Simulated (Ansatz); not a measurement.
Cost and result for the atomization energy of `F/C(Br)=C(/F)I` (6 atoms, 5 bonds).

Charge 0, multiplicity 1. Correlated methods include outer-core shells of Br, I, which these sets cover unevenly. Scalar relativity is left out up to krypton. I takes the def2 core potential. The structure was optimised at the PBE0-D4/def2-TZVP level. Program: Ansatz. All runs use 4 threads of a server CPU on a shared host. Times are those of one run each, without the atoms' runs, and a repeat can differ threefold. Electronic energies, without spin–orbit coupling; frozen cores. CCSD(T)/CBS adds CCSD(T) − MP2 in def2-TZVPP to the MP2 limit, and its time is that of the two runs behind it. T1 = 0.011; the RHF reference is unstable towards UHF. With those shells the extrapolation isn't a true limit.

CCSD(T)/CBS is a level of theory with its own doubt, some kJ/mol a heavy atom from the limit and from the frozen cores, so smaller differences don't rank the functionals.

```json
{"level": "LDA (SPW92)/def2-TZVPP", "functions": "222", "wall time": "1.2 s", "atomization (kJ/mol)": "2616.8", "difference from CCSD(T)/CBS": "550.9", "per bond": "110.2"}
{"level": "BLYP-D4/def2-TZVPP", "functions": "222", "wall time": "1.7 s", "atomization (kJ/mol)": "2096.7", "difference from CCSD(T)/CBS": "30.8", "per bond": "6.1"}
{"level": "revPBE-D4/def2-TZVPP", "functions": "222", "wall time": "2.1 s", "atomization (kJ/mol)": "2126.7", "difference from CCSD(T)/CBS": "60.8", "per bond": "12.2"}
{"level": "PBE-D4/def2-TZVPP (with forces)", "functions": "222", "wall time": "2.6 s", "atomization (kJ/mol)": "2228.3", "difference from CCSD(T)/CBS": "162.4", "per bond": "32.5"}
{"level": "B97M-V/def2-TZVPP", "functions": "222", "wall time": "5.5 s", "atomization (kJ/mol)": "2064.6", "difference from CCSD(T)/CBS": "-1.3", "per bond": "-0.3"}
{"level": "B2PLYP/def2-TZVPP", "functions": "222", "wall time": "5.5 s", "atomization (kJ/mol)": "2026.4", "difference from CCSD(T)/CBS": "-39.5", "per bond": "-7.9"}
{"level": "r2SCANh-D4/def2-TZVPP", "functions": "222", "wall time": "5.5 s", "atomization (kJ/mol)": "2056.7", "difference from CCSD(T)/CBS": "-9.2", "per bond": "-1.8"}
{"level": "PBE-QIDH/def2-TZVPP", "functions": "222", "wall time": "6 s", "atomization (kJ/mol)": "2058.8", "difference from CCSD(T)/CBS": "-7.1", "per bond": "-1.4"}
{"level": "ωB97X-V/def2-TZVPP", "functions": "222", "wall time": "8 s", "atomization (kJ/mol)": "2060.5", "difference from CCSD(T)/CBS": "-5.4", "per bond": "-1.1"}
{"level": "CCSD(T)/def2-SVP", "functions": "114", "wall time": "15 s", "atomization (kJ/mol)": "1907.1", "difference from CCSD(T)/CBS": "-158.8", "per bond": "-31.8"}
{"level": "MP2/def2-QZVPP", "functions": "399", "wall time": "21 s", "atomization (kJ/mol)": "2167.7", "difference from CCSD(T)/CBS": "101.8", "per bond": "20.4"}
{"level": "CCSD(T)/def2-TZVPP", "functions": "222", "wall time": "120 s", "atomization (kJ/mol)": "1983.6", "difference from CCSD(T)/CBS": "-82.3", "per bond": "-16.5"}
{"level": "CCSD(T)/CBS(def2)", "functions": "–", "wall time": "2.3 min", "atomization (kJ/mol)": "2065.9", "difference from CCSD(T)/CBS": "0.0", "per bond": "0.0"}
```

At CCSD(T), def2-SVP lies −158.9 kJ/mol from the extrapolated value and def2-TZVPP −82.4 kJ/mol: correlation converges slowly with the basis, and small sets miss more of it in the bonded molecule than in its fragments. From BLYP to BHLYP (50 % exact exchange), in def2-TZVPP and without D4, the atomization energy moves by −187.0 kJ/mol: exact exchange takes away binding that semilocal exchange gives to molecules. The D4 term adds +33.2 kJ/mol with B3LYP and +17.2 kJ/mol with PBE0; it sums over pairs of atoms, weighted by their polarisabilities, and B3LYP, whose exchange is more repulsive, gets the larger term.

B3LYP here is the variant with VWN-RPA as its local correlation; programs differ in this.

Spin–orbit coupling would lower the free I atoms strongly, and the atomization energy with them, by more than many differences here.
